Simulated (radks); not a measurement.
Xe II, configuration [Kr] 4d10 5s2 5p5 (the NIST ground configuration). Method: Dirac Kohn-Sham, PBE, spin-unpolarised, spherical densities, point nucleus; open shells are shared between the two j in proportion to 2j + 1; computed with a radial shooting solver on a logarithmic mesh with Libxc functionals. Some entries of the table are withheld. Estimate them.

orbital     occ.  eigenvalue (hartree)  <r> (bohr)
1s1/2          2             -1262.612     0.02665
2s1/2          2             -196.7436      0.1142
2p1/2          2             -184.8564     0.09621
2p3/2          4             -172.9262      0.1020
3s1/2          2             -40.53857         (1)
3p1/2          2             -35.59973      0.2962
3p3/2          4             -33.33371      0.3078
3d3/2          4             -24.64751         (2)
3d5/2          6             -24.16865         (3)
4s1/2          2              -7.61854      0.7167
4p1/2          2              -5.87036      0.7458
4p3/2          4              -5.41847      0.7736
4d3/2          4              -2.59183         (4)
4d5/2          6              -2.51880         (5)
5s1/2          2              -1.06750         (6)
5p1/2    1.66667                   (7)       2.125
5p3/2    3.33333                   (8)       2.219
5d3/2          0              -0.15628       3.905
5d5/2          0              -0.15355       3.960

Answer. 
(1) 3s1/2 <r> (bohr): 0.3061
(2) 3d3/2 <r> (bohr): 0.2787
(3) 3d5/2 <r> (bohr): 0.2824
(4) 4d3/2 <r> (bohr): 0.8698
(5) 4d5/2 <r> (bohr): 0.8807
(6) 5s1/2 <r> (bohr): 1.825
(7) 5p1/2 eigenvalue (hartree): -0.65992
(8) 5p3/2 eigenvalue (hartree): -0.60916
